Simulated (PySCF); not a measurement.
# Reading the logs of faulty runs: BGeH5NSi

Calculated results; nothing here was measured. The program is PySCF 2.14.0, an open-source quantum chemistry code, run on an isolated molecule that a program drew, which may never have been made. The molecule is BGeH5NSi (charge 0, doublet), drawn as the SMILES string `[BH]N=[SiH][GeH3]`.

Each row is a Hartree-Fock (HF) and frozen-core CCSD(T) single point in the cc-pV(D+d)Z basis, meant for a local HF minimum. Run 1 is clean. Each other run has one planted mistake out of seven kinds, and not every kind appears here: one electron removed, one electron added, multiplicity raised by two, geometry at a saddle point, minimal basis STO-3G, one bond length entered in bohr, all coordinates scaled. The reference is restricted for singlets and unrestricted otherwise, and also for a bond in bohr. Adding or removing an electron swaps singlet and doublet. Electrons count all cores. HOMO and LUMO are orbital energies over both spins, the gradient is its largest component, and the lowest frequency (negative if imaginary) is given only where the gradient is small. Bond lengths are over the 8 bonds as drawn. T1 is the CCSD diagnostic: over 0.02 (restricted) or 0.045 (unrestricted) a single reference is doubtful. Germanium has the cc-pVDZ-PP basis, with a core potential (ECP10MDF) in place of its 10 inner electrons, and its 3s, 3p and 3d shells are frozen in CCSD(T).

Geometry of the clean run:
```xyz
9
BGeH5NSi, angstrom
B     0.3027    1.7989    2.4108
N     0.1091    1.1553    1.3640
Si   -0.2563    0.2071   -0.0109
Ge   -1.4429    1.4843   -1.6659
H     0.4908    2.4068    3.3948
H     0.9924   -0.3741   -0.5656
H    -1.7543    0.6045   -2.8841
H    -0.6388    2.7027   -2.1444
H    -2.7693    1.9885   -1.0832
```

| run | electrons | basis functions | <S^2> | HOMO (eV) | LUMO (eV) | gradient (hartree/bohr) | lowest frequency (cm^-1) | mean bond (Å) | longest bond (Å) | T1 | HF (hartree) | CCSD(T) (hartree) | mistake |
|---|---|---|---|---|---|---|---|---|---|---|---|---|---|
| 1 | 63 | 99 | 0.760 | -8.07 | 1.39 | 2.2e-05 | 88 | 1.5774 | 2.404 | 0.0173 | -664.36328 | -664.84396 | no fault |
| 2 | 63 | 99 | 3.778 | -5.25 | -0.23 | 1.9e-01 | - | 1.5774 | 2.404 | 0.0339 | -664.17465 | -664.62004 | multiplicity raised by two |
| 3 | 62 | 99 | 0.000 | -15.95 | -6.03 | 6.4e-02 | - | 1.5774 | 2.404 | 0.0174 | -664.10269 | -664.57289 | one electron removed |
| 4 | 63 | 99 | 0.760 | -8.16 | 1.24 | 3.5e-02 | - | 1.6247 | 2.476 | 0.0183 | -664.35541 | -664.84226 | all coordinates scaled |
| 5 | 64 | 99 | 0.000 | -0.60 | 8.05 | 5.6e-02 | - | 1.5774 | 2.404 | 0.0175 | -664.34558 | -664.86608 | ? |
| 6 | 63 | 99 | 1.614 | -8.10 | 1.10 | 7.4e-03 | - | 1.7480 | 2.899 | 0.0432 | -664.26231 | -664.73040 | ? |

**Which mistake was planted in run 5, and what did it cost?**

It counts 64 electrons, one more than the clean run, at the same geometry and basis. So the mistake is: one electron added. Subtracting run 1 and multiplying by 627.51 kcal/mol a hartree, the energy moved by 11.1 kcal/mol in HF and -13.9 kcal/mol in CCSD(T).

**Which mistake was planted in run 6, and what did it cost?**

The mean bond changes by a factor of 1.108 and the longest by 1.206, so the molecule wasn't scaled as a whole. A length L in bohr read as angstrom grows by (1/0.5292 - 1) L = 0.890 L. The 8 bonds together grew by 8 x 0.1706 = 1.365 Å, which gives L = 1.534 Å. That is the length of one of the Ge-H bonds, 1.534 Å in the clean geometry. So the mistake is: one bond length entered in bohr. Subtracting run 1 and multiplying by 627.51 kcal/mol a hartree, the energy moved by 63.4 kcal/mol in HF and 71.3 kcal/mol in CCSD(T).

